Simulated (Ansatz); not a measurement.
One change: `CO[SiH](C)O` becomes `C[SiH](O)O[SiH2]O`.

Ansatz, PBE0-D4/def2-TZVP geometries, multiplicity 1. Each molecule was computed in one conformer, which needn't be the lowest.

```csv
property,`CO[SiH](C)O`
HOMO–LUMO gap (B3LYP/def2-TZVPP) / eV,8.32
HOMO energy (PBE/def2-TZVPP) / eV,-6.57
HOMO–LUMO gap (ωB97M-V/def2-TZVPP) / eV,12.74
HOMO energy (ωB97M-V/def2-TZVPP) / eV,-10.51
size of the dipole moment (ωB97M-V/def2-TZVPP) / D,1.57
size of the dipole moment (PBE/def2-TZVPP) / D,1.41
```

Problem. Give the same properties after the change, and the shifts. (Estimate.)

Solution. The calculation gave: 
| property | `C[SiH](O)O[SiH2]O` | shift |
| --- | --- | --- |
| HOMO–LUMO gap (B3LYP/def2-TZVPP) / eV | 8.02 | -0.30 |
| HOMO energy (PBE/def2-TZVPP) / eV | -6.87 | -0.30 |
| HOMO–LUMO gap (ωB97M-V/def2-TZVPP) / eV | 12.34 | -0.40 |
| HOMO energy (ωB97M-V/def2-TZVPP) / eV | -10.57 | -0.06 |
| size of the dipole moment (ωB97M-V/def2-TZVPP) / D | 1.67 | 0.10 |
| size of the dipole moment (PBE/def2-TZVPP) / D | 1.55 | 0.14 |

With PBE0 the HOMO falls by 0.17 eV and the LUMO falls by 0.50 eV, so the gap narrows by about 0.33 eV. PBE moves the HOMO by -0.30 eV and ωB97M-V by -0.06 eV. Dipoles are sizes alone; their direction can turn.

B3LYP here is the variant with VWN-RPA as its local correlation; programs differ in this.
